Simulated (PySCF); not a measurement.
## SMILES C(=C(/C(=C/CC)F)Br)/F, C₆H₇BrF₂

Geometry (Å), atoms numbered from 1 in this order:
```xyz
16

C    -2.587    0.726    0.363
C    -1.678   -0.481    0.126
C    -0.321   -0.045   -0.308
C     0.812   -0.374    0.313
F     0.767   -1.174    1.404
C     2.162    0.031   -0.043
Br    2.347    1.148   -1.561
C     3.300   -0.290    0.579
F     3.351   -1.066    1.659
H    -3.581    0.394    0.649
H    -2.669    1.325   -0.541
H    -2.187    1.351    1.158
H    -1.609   -1.083    1.033
H    -2.113   -1.101   -0.664
H    -0.278    0.597   -1.174
H     4.275    0.051    0.264
```

Method used: quadratic response wB97X-D/def2-SVPD first hyperpolarisability, Taylor convention, gas phase (PySCF 2.14.0). Geometry: GFN2-xTB.

The calculation is non-relativistic, which matters for the atoms heavier than Zn.

Give the tensor of the static β(0;0,0) in the axes of these coordinates.

In au, Taylor convention; rows are the first index (the induced dipole):
|  | xx | yy | zz | xy | xz | yz |
| --- | --- | --- | --- | --- | --- | --- |
| x | -203.6 | +22.8 | +13.5 | -47.6 | +53.1 | +1.5 |
| y | -47.6 | -108.2 | -28.5 | +22.8 | +1.5 | +40.4 |
| z | +53.1 | +40.4 | +127.5 | +1.5 | +13.5 | -28.5 |

Norm of βᵢ = ⅓ Σⱼ (βᵢⱼⱼ + βⱼᵢⱼ + βⱼⱼᵢ): 332.9 au, hyper-Rayleigh value 131.9 au.
